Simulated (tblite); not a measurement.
CH7NOSi (charge +1 and doublet state).
Atom-mapped SMILES: `[CH3:1][O:2][SiH2:3][NH2+:4]` (hydrogens: H5, H6, H7 on C1; H8, H9 on Si3; H10, H11 on N4)

Computed with GFN2-xTB (tblite), gas phase: L-BFGS steps from a force-field or distance-geometry start until the largest atomic force falls under 0.01 eV/Å.

Step 14: E = -380.5278 eV
```
atom  x, y, z in Å  |  force x, y, z in eV/Å
C1      1.9427   -0.2558    0.0259   -0.037   0.187  -0.013
O2      0.6241    0.1446   -0.0299    0.047  -0.025  -0.011
Si3    -0.8954   -0.3494    0.0602    0.080   0.060  -0.018
N4     -1.8873    1.0336   -0.0979   -0.102   0.038   0.031
H5      2.5601    0.6327   -0.0807    0.203   0.060  -0.019
H6      2.1599   -0.7583    0.9718    0.040  -0.075   0.073
H7      2.1624   -0.9680   -0.7752    0.051  -0.064  -0.043
H8     -1.0887   -1.3507   -0.9892   -0.136  -0.124  -0.248
H9     -1.0732   -1.0618    1.3254   -0.148  -0.049   0.269
H10    -2.2596    1.3623   -0.9774   -0.019   0.003   0.029
H11    -2.2394    1.5735    0.6808    0.021  -0.011  -0.049
```

Step 15: E = -380.5352 eV
```
atom  x, y, z in Å  |  force x, y, z in eV/Å
C1      1.9564   -0.2530    0.0259   -0.038   0.040   0.003
O2      0.6301    0.1283   -0.0291    0.040  -0.011  -0.012
Si3    -0.8982   -0.3418    0.0583    0.128  -0.053   0.010
N4     -1.8912    1.0403   -0.0984   -0.064  -0.008   0.018
H5      2.5721    0.6434   -0.0822    0.066  -0.100   0.006
H6      2.1727   -0.7637    0.9750    0.038   0.050  -0.084
H7      2.1766   -0.9731   -0.7768    0.045   0.086   0.078
H8     -1.1033   -1.3511   -0.9905   -0.104  -0.045  -0.169
H9     -1.0888   -1.0614    1.3272   -0.118   0.020   0.154
H10    -2.2717    1.3614   -0.9773   -0.015   0.011   0.039
H11    -2.2493    1.5734    0.6817    0.021   0.011  -0.042
```

Step 16: E = -380.5381 eV
```
atom  x, y, z in Å  |  force x, y, z in eV/Å
C1      1.9608   -0.2512    0.0259   -0.011  -0.017   0.010
O2      0.6330    0.1230   -0.0290    0.011   0.013  -0.016
Si3    -0.8971   -0.3398    0.0578    0.088  -0.102   0.015
N4     -1.8945    1.0409   -0.0981   -0.009  -0.067   0.009
H5      2.5781    0.6454   -0.0826    0.022  -0.123   0.012
H6      2.1771   -0.7646    0.9748    0.041   0.076  -0.102
H7      2.1816   -0.9733   -0.7762    0.047   0.110   0.088
H8     -1.1104   -1.3515   -0.9936   -0.081   0.004  -0.114
H9     -1.0965   -1.0604    1.3301   -0.098   0.055   0.088
H10    -2.2752    1.3609   -0.9770   -0.021   0.018   0.029
H11    -2.2514    1.5733    0.6818    0.011   0.033  -0.018
```

Task: Estimate the geometry and energy of step 17. (The exact step hangs on the optimiser's Hessian estimate; all steps are aligned on step 16, rigid shifts and turns removed.)

Result: E = -380.5423 eV, largest force 0.166 eV/Å
```
atom  x, y, z in Å  |  force x, y, z in eV/Å
C1      1.9675   -0.2488    0.0261    0.025  -0.071   0.015
O2      0.6382    0.1155   -0.0296   -0.042   0.051  -0.024
Si3    -0.8934   -0.3382    0.0571   -0.009  -0.165   0.015
N4     -1.9016    1.0381   -0.0973    0.068  -0.134   0.001
H5      2.5882    0.6453   -0.0829   -0.019  -0.096   0.015
H6      2.1853   -0.7641    0.9726    0.047   0.075  -0.064
H7      2.1910   -0.9712   -0.7737    0.052   0.092   0.049
H8     -1.1243   -1.3504   -0.9999   -0.037   0.076  -0.028
H9     -1.1120   -1.0565    1.3353   -0.062   0.099  -0.008
H10    -2.2803    1.3598   -0.9759   -0.026   0.018   0.019
H11    -2.2533    1.5733    0.6819    0.005   0.054   0.009
```

The energy changes by -0.0043 eV. The first-order estimate −F·Δx gives -0.0061 eV and the mean of the old and new forces, exact on a quadratic surface, -0.0043 eV. The step makes an angle of 57° with the force vector and moves no atom by more than 0.017 Å.

What follows is the cost of the whole relaxation. On Arm Neoverse V2, one thread (shared host), this took 0.32 s wall.
